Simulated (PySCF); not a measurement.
PySCF 2.14 output of an unrestricted r2SCANh calculation on a single atom or ion in aug-cc-pVTZ-DK, with the spin-free X2C one-electron Hamiltonian (Gaussian nucleus):

```
SCF conv_tol = 1e-09
number electrons alpha = 24  beta = 21
    M. Bursch, H. Neugebauer, S. Ehlert, and S. Grimme.,  J. Chem. Phys. 156, 134105 (2022)
cycle= 1 E= -4783.33404691399  delta_E= -0.0119  |g|= 0.0407  |ddm|= 0.336
cycle= 2 E= -4783.3342765031  delta_E= -0.00023  |g|= 0.0316  |ddm|= 0.11
cycle= 3 E= -4783.33446093794  delta_E= -0.000184  |g|= 0.0111  |ddm|= 0.0274
cycle= 4 E= -4783.33449725623  delta_E= -3.63e-05  |g|= 0.000861  |ddm|= 0.0184
cycle= 5 E= -4783.33449910276  delta_E= -1.85e-06  |g|= 0.000263  |ddm|= 0.0108
cycle= 6 E= -4783.33449916488  delta_E= -6.21e-08  |g|= 6.17e-05  |ddm|= 0.000851
cycle= 7 E= -4783.33449916808  delta_E= -3.2e-09  |g|= 1.08e-05  |ddm|= 0.000201
cycle= 8 E= -4783.33449916816  delta_E= -7.91e-11  |g|= 9.83e-07  |ddm|= 8.72e-05
converged SCF energy = -4783.33449916816  <S^2> = 3.7517904  2S+1 = 4.0008951
```

The run itself started from symmetry-adapted Hartree-Fock orbitals and held the occupation by maximum overlap, on a logarithmic radial grid, so the iterations belong to that start.

Question: Which element, charge and spin multiplicity is this?

Answer: Rh (rhodium, neutral), multiplicity 4; the state was [Kr] 4d8 5p1, one real determinant (an excited configuration).

⟨L²⟩ = 14.04 against 20 for a pure G term, so this real determinant mixes terms.
